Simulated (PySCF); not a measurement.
Br2H2InN, SMILES [NH2][In]([Br])[Br]. Geometry: PBE0-D3(BJ)/def2-SVP. The structure was generated by enumeration; whether it is a known compound was not checked. The def2 effective core potentials stand for the cores of In; spin–orbit coupling is left out. The values are those of a single conformer.

Q: Give the equilibrium geometry at PBE0-D3(BJ)/def2-SVP (PySCF confirms it by a frequency run) as bond lengths and angles, and its point group. (An estimate is asked for; the answer gives what the named calculation found.)

A: Several could match; the one computed here: point group Cs.
Atoms: In1 Br2 Br3 N4 H5 H6. Bonded distances (Å): In1–Br2 2.470, In1–Br3 2.470, In1–N4 2.014, N4–H5 1.017, N4–H6 1.017. Bond angles (°): Br2–In1–Br3 117.8, Br2–In1–N4 120.9, Br3–In1–N4 120.9, In1–N4–H5 116.0, In1–N4–H6 116.0, H5–N4–H6 109.7.
